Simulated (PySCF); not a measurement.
Gas-phase reaction: Ge₃H₈ + 5 GeCl₄ = 6 GeHCl₃ + 2 GeHCl

Method: PySCF energies plus ideal-gas RRHO corrections (1 bar). † marks an energy on the PBE0/def2-TZVP geometry and frequencies; other levels use their own. MP2 and CCSD(T) freeze the core. 6-31G* has spherical d functions here. All species are closed-shell singlets. B3LYP is the form with VWN-RPA correlation. Ge: all electrons, no relativistic terms. GeHCl: computed as isolated molecules; such fragments, hydroxides, amides, oligomers or adducts are transient or little studied in the gas. MP2 isn't extrapolated to the basis-set limit; its ΔH°(298 K) is 297.8 kJ in def2-SVP and 298.6 kJ in def2-TZVPP. CCSD(T) isn't extrapolated to the basis-set limit. The harmonic model lacks anharmonicity and excited electronic states, which grow with temperature; levels with a mode under 35 cm⁻¹ are left out. Internal rotation in Ge₃H₈ is treated as a harmonic vibration of one conformer, which makes the entropy rough.

```json
[
 {"level": "B3LYP/6-31G*", "ΔE electronic, kJ": "163", "ΔH°(298 K), kJ": "152", "ΔS°(298 K), J/K": "372", "ΔG°(1800 K), kJ": "-462"},
 {"level": "B3LYP/def2-TZVP†", "ΔE electronic, kJ": "169", "ΔH°(298 K), kJ": "157", "ΔS°(298 K), J/K": "375", "ΔG°(1800 K), kJ": "-460"},
 {"level": "BLYP/def2-TZVP†", "ΔE electronic, kJ": "134", "ΔH°(298 K), kJ": "123", "ΔS°(298 K), J/K": "375", "ΔG°(1800 K), kJ": "-495"},
 {"level": "CCSD(T)/def2-SVP†", "ΔE electronic, kJ": "267", "ΔH°(298 K), kJ": "256", "ΔS°(298 K), J/K": "375", "ΔG°(1800 K), kJ": "-362"},
 {"level": "HF/def2-TZVP†", "ΔE electronic, kJ": "165", "ΔH°(298 K), kJ": "154", "ΔS°(298 K), J/K": "375", "ΔG°(1800 K), kJ": "-464"},
 {"level": "MP2/def2-TZVPP†", "ΔE electronic, kJ": "310", "ΔH°(298 K), kJ": "299", "ΔS°(298 K), J/K": "375", "ΔG°(1800 K), kJ": "-319"},
 {"level": "PBE/def2-SVP", "ΔE electronic, kJ": "238", "ΔH°(298 K), kJ": "226", "ΔS°(298 K), J/K": "369", "ΔG°(1800 K), kJ": "-381"},
 {"level": "PBE0/def2-SVP†", "ΔE electronic, kJ": "259", "ΔH°(298 K), kJ": "248", "ΔS°(298 K), J/K": "375", "ΔG°(1800 K), kJ": "-370"},
 {"level": "PBE0/def2-TZVP", "ΔE electronic, kJ": "244", "ΔH°(298 K), kJ": "233", "ΔS°(298 K), J/K": "375", "ΔG°(1800 K), kJ": "-385"},
 {"level": "r2SCAN/def2-TZVP†", "ΔE electronic, kJ": "268", "ΔH°(298 K), kJ": "257", "ΔS°(298 K), J/K": "375", "ΔG°(1800 K), kJ": "-361"},
 {"level": "ωB97M-V/def2-TZVP†", "ΔE electronic, kJ": "235", "ΔH°(298 K), kJ": "224", "ΔS°(298 K), J/K": "375", "ΔG°(1800 K), kJ": "-394"}
]
```
ΔH° is lowest at BLYP/def2-TZVP† and highest at MP2/def2-TZVPP†. No reference value is set beside these.
